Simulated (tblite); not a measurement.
A tight-binding relaxation on `FC(F)=C(F)[C@H]1CCC[Se]1`.

Computed with GFN2-xTB geometry optimisation, gas phase (tblite 0.8.0). Start geometry: from a force field or distance geometry. The input is one job of a driver script: a line of settings, then coordinates in Å.

Command:
```bash
OMP_NUM_THREADS=1 python probes_run.py task.json out
```

Input:
```
{"job": {"kind": "relax", "xc": "GFN2-xTB", "basis": "xTB"}, "charge": 0, "multiplicity": 1}
F      3.884500     1.177700    -0.024100
C      2.855600     0.327700    -0.265700
F      3.142900    -0.925200    -0.720000
C      1.592000     0.723600    -0.029200
F      1.375100     1.979200     0.457200
C      0.500200    -0.246500    -0.288100
C     -0.210900    -0.456900     1.015000
C     -1.640700    -0.693600     0.816300
C     -2.261000     0.465400     0.082700
Se    -0.893000     0.692500    -1.300400
H      0.852800    -1.147900    -0.778800
H      0.223000    -1.414600     1.435300
H      0.024300     0.340200     1.734600
H     -2.125200    -0.738800     1.810900
H     -1.812400    -1.645000     0.288700
H     -3.245400     0.227800    -0.341400
H     -2.268800     1.346300     0.746600
```

Output:
```
step      E/eV     max force
  0    -918.00245    3.304
  1    -918.32394    1.273
  2    -918.44794    0.998
  3    -918.54254    1.052
  4    -918.59078    0.600
  5    -918.61454    0.370
  6    -918.62884    0.293
  7    -918.64188    0.291
  8    -918.64896    0.230
  9    -918.65281    0.167
... (50 lines left out)
 60    -918.69368    0.062
 61    -918.69418    0.072
 62    -918.69464    0.049
 63    -918.69489    0.025
 64    -918.69500    0.023
 65    -918.69507    0.022
 66    -918.69515    0.017
 67    -918.69521    0.016
 68    -918.69525    0.013
 69    -918.69526    0.009
```

«max force» is the largest atomic force in eV/Å.

Problem. From which step on does the largest force stay under 0.1 eV/Å, and how much energy is left to gain from there?

Solution. From step 53 (0.056 eV/Å), 4.8 meV above the end.

In short: energy lowered by 16.0 kcal/mol over 69 steps; largest atomic force 0.009 eV/Å at the end.

Problem. Where do the atoms end?

Solution. 0.275 Å rms from the input after alignment:
```
atom  x, y, z in Å
F1     4.0101    1.0947   -0.3253
C2     2.9110    0.3687   -0.4580
F3     3.1408   -0.7052   -1.2072
C4     1.7262    0.6288    0.0873
F5     1.5991    1.7354    0.8438
C6     0.4996   -0.1796   -0.0945
C7    -0.2654   -0.4263    1.2036
C8    -1.7119   -0.7435    0.8478
C9    -2.2297    0.4038   -0.0014
Se10  -0.7982    0.7893   -1.3088
H11    0.7524   -1.1128   -0.6026
H12    0.1999   -1.2445    1.7558
H13   -0.2329    0.4733    1.8215
H14   -2.3201   -0.8566    1.7463
H15   -1.7552   -1.6762    0.2818
H16   -3.1416    0.1587   -0.5437
H17   -2.3911    1.3042    0.5930
```

The run took 0.45 s wall on one thread, Arm Neoverse V2 (aarch64), shared host with 96 logical CPUs at a one-minute load of 44.
Labels such as C1 count atoms from 1, the log's own numbers from 0.
